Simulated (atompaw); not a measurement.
## Plane-wave convergence, PAW (atompaw) potential for Li

```json
{"Element": "lithium (Li)", "Generator": "atompaw 4.2.0.5", "Type": "PAW", "Functional": "LDA (PW92)", "Relativity": "scalar-relativistic", "Frozen core": "none", "Valence charge": "3", "Reference configuration": "1s2 2s0 2p1", "Partial waves": "1s (bound): rc 0.45 bohr; 2s (bound, empty): rc 1.00 bohr; 2p (bound): rc 3.00 bohr; 2p channel at 1.85 Ry: rc 3.00 bohr", "Local potential": "troulliermartins scheme with l = 2 at 0.5 Ry, radius 2.55 bohr", "Core correction": "none", "Augmentation charge": "sinc compensation charge, radius 2.95 bohr; PAW radius 3.00 bohr; waves and projectors: custom rrkj vanderbiltortho"}
```

The pseudo-atom Hamiltonian at the reference potential is diagonalised in spherical Bessel functions j_l(qr) that vanish at 20 bohr, with q² up to the cutoff. All-electron valence levels (Ry): 1s -3.8629, 2s -0.2456, 2p -0.1162.

Problem. How do the lowest levels (Ry) of each channel move with the cutoff, and are there ghosts?

Solution.

```csv
cutoff (Ry),s #1,s #2,s #3,p #1,d #1,d #2,f #1,f #2,Σ f·Δε (mRy)
8,-1.7436,-0.1586,0.0044,-0.1162,0.0189,0.1121,0.0790,0.1978,4238.5
21,-2.5083,-0.2002,-0.0084,-0.1162,0.0189,0.1121,0.0790,0.1978,2709.1
50,-3.5127,-0.2408,-0.0189,-0.1162,0.0189,0.1121,0.0790,0.1978,700.3
90,-3.7765,-0.2456,-0.0200,-0.1162,0.0189,0.1121,0.0790,0.1978,172.7
180,-3.8561,-0.2456,-0.0200,-0.1162,0.0189,0.1121,0.0790,0.1978,13.4
350,-3.8628,-0.2456,-0.0200,-0.1162,0.0189,0.1121,0.0790,0.1978,0.1
400,-3.8628,-0.2456,-0.0200,-0.1162,0.0189,0.1121,0.0790,0.1978,0.0
```

Result: no extra level below or beside the all-electron valence levels (s, p, d, f tested); 10 mRy is reached at 200 Ry and 1 mRy at 260 Ry.
